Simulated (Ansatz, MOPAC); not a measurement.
Molecule: GaF2 (charge +1, singlet). SMILES: [Ga+]([F])[F]
Geometry from a B3LYP-D3(BJ)/def2-TZVP (Ansatz, a quantum-chemistry and plane-wave program) optimisation:
```xyz
3

Ga     0.0000     0.0000     0.0000
F      0.0000     0.0000     1.6703
F      0.0000     0.0000    -1.6703
```
Charge +1, spin multiplicity 1.

Wanted: vertical electron affinity to the doublet, in eV. Set-up: no spin-orbit coupling; 6-31G* and kin with 6d, 5d where marked; UHF or UKS for open shells; no dispersion term unless named; non-relativistic; each state is the SCF solution reached for its charge and spin. Ab initio and DFT rows: single points at B3LYP-D3(BJ) geometries (Ansatz). Semi-empirical rows: differences of heats of formation at the shared geometry for vertical values. The spin state of an ion or metal species was assumed, not searched.

```json
[
 {"species": "charge 0, doublet", "coefficient": "-1", "E at HF/6-31G* (Ansatz), Eh": "-2121.84938", "E at wB97M-V/def2-TZVPD (Ansatz), Eh": "-2124.49527", "heat of formation at PM6 (MOPAC), kcal/mol": "-91.30"},
 {"species": "charge 1, singlet", "coefficient": "+1", "E at HF/6-31G* (Ansatz), Eh": "-2121.57843", "E at wB97M-V/def2-TZVPD (Ansatz), Eh": "-2124.19771", "heat of formation at PM6 (MOPAC), kcal/mol": "123.59"}
]
```

 1 Eh = 27.2114 eV and 1 eV = 23.0605 kcal/mol.

Compute it at each level from the table.


- HF/6-31G*: the sum of coefficient times E is 0.27095 Eh, or 7.373 eV. Result: 7.37 eV.
- wB97M-V/def2-TZVPD: the sum of coefficient times E is 0.29756 Eh, or 8.097 eV. Result: 8.10 eV.
- PM6: the sum of coefficient times heat of formation is 214.89 kcal/mol, or 9.32 eV.
